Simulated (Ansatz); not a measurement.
Reaction (formal exchange of groups at a P–N bond): `F/C=N/P` + `C1[SiH2]S1` → `P[SiH]1CS1` + `N=CF`

Gas-phase electronic energies from Ansatz, PBE0-D4/def2-TZVP geometries. CCSD(T)/CBS adds triple-zeta CCSD(T) − MP2 to the extrapolated MP2 energy (def2 sets, frozen cores). This one scheme is used for every species. Functionals use def2-TZVPP. One conformer a species, not always the lowest.

`F/C=N/P`:

Cartesian coordinates in Å:
```
F -1.446 -0.917 1.764
C -0.410 -0.451 1.076
N -0.549 -0.092 -0.106
P 0.893 0.497 -0.886
H 0.491 -0.450 1.695
H 0.726 -0.240 -2.089
H 0.296 1.653 -1.455
```

`C1[SiH2]S1`:

Z-matrix (Å, degrees):
```
C
S 1 1.862
Si 1 1.840 2 68.6
H 1 1.086 2 113.2 3 -114.5
H 1 1.086 2 113.2 3 114.5
H 3 1.479 1 119.3 2 106.8
H 3 1.479 1 119.3 2 -106.8
```

`P[SiH]1CS1`:

```xyz
9

P    -1.049   -0.387   -1.783
Si   -0.084   -0.627    0.221
C     0.187    0.854    1.281
S     1.803    0.141    0.686
H    -0.241   -1.391   -2.382
H    -0.173    0.668   -2.149
H    -0.492   -1.889    0.881
H    -0.011    1.846    0.886
H     0.060    0.786    2.357
```

`N=CF`:

Cartesian coordinates in Å:
```
N -0.875 -0.299 0.239
C 0.316 -0.060 -0.020
F 1.245 -0.978 0.219
H -1.458 0.498 0.002
H 0.773 0.838 -0.440
```

```json
{"level": "LDA (SPW92)", "ΔE (kJ/mol)": "-60.1", "difference from CCSD(T)/CBS": "-3.5"}
{"level": "PBE-D4", "ΔE (kJ/mol)": "-63.9", "difference from CCSD(T)/CBS": "-7.3"}
{"level": "r2SCAN-D4", "ΔE (kJ/mol)": "-60.0", "difference from CCSD(T)/CBS": "-3.4"}
{"level": "B97M-V", "ΔE (kJ/mol)": "-61.0", "difference from CCSD(T)/CBS": "-4.4"}
{"level": "PBE0-D4", "ΔE (kJ/mol)": "-63.0", "difference from CCSD(T)/CBS": "-6.4"}
{"level": "r2SCANh-D4", "ΔE (kJ/mol)": "-60.0", "difference from CCSD(T)/CBS": "-3.4"}
{"level": "BHLYP-D4", "ΔE (kJ/mol)": "-50.9", "difference from CCSD(T)/CBS": "5.7"}
{"level": "ωB97M-V", "ΔE (kJ/mol)": "-51.9", "difference from CCSD(T)/CBS": "4.7"}
{"level": "r2SCAN", "ΔE (kJ/mol)": "-59.2", "difference from CCSD(T)/CBS": "-2.6"}
{"level": "r2SCAN0", "ΔE (kJ/mol)": "-58.5", "difference from CCSD(T)/CBS": "-1.9"}
{"level": "CAM-B3LYP", "ΔE (kJ/mol)": "-45.4", "difference from CCSD(T)/CBS": "11.2"}
{"level": "CCSD/def2-TZVPP", "ΔE (kJ/mol)": "-53.3", "difference from CCSD(T)/CBS": "3.3"}
{"level": "HF/def2-QZVPP", "ΔE (kJ/mol)": "-36.6", "difference from CCSD(T)/CBS": "20.0"}
{"level": "MP2/def2-QZVPP", "ΔE (kJ/mol)": "-55.4", "difference from CCSD(T)/CBS": "1.2"}
{"level": "MP2/CBS(def2)", "ΔE (kJ/mol)": "-56.4", "difference from CCSD(T)/CBS": "0.2"}
{"level": "CCSD/CBS(def2)", "ΔE (kJ/mol)": "-54.6", "difference from CCSD(T)/CBS": "2.0"}
{"level": "CCSD(T)/CBS", "ΔE (kJ/mol)": "-56.6", "difference from CCSD(T)/CBS": "0"}
```

Largest T1 diagnostic among the species: 0.014.

In def2-TZVPP, CCSD(T) changes the Hartree–Fock value by −17.5 kJ/mol (the triples alone add −2.0 kJ/mol) and MP2 by −17.2 kJ/mol. Leaving LDA and LC-ωPBE aside and taking each functional with its dispersion term where it has one, the values, not all of them listed here, spread over 15.2 kJ/mol, from PBE-D4 to CAM-B3LYP-D4. The D4 term adds −4.7 kJ/mol with B3LYP and −2.8 kJ/mol with PBE0; it sums over pairs of atoms, weighted by their polarisabilities, and B3LYP, whose exchange is more repulsive, gets the larger term.

B3LYP here is the variant with VWN-RPA as its local correlation; programs differ in this.
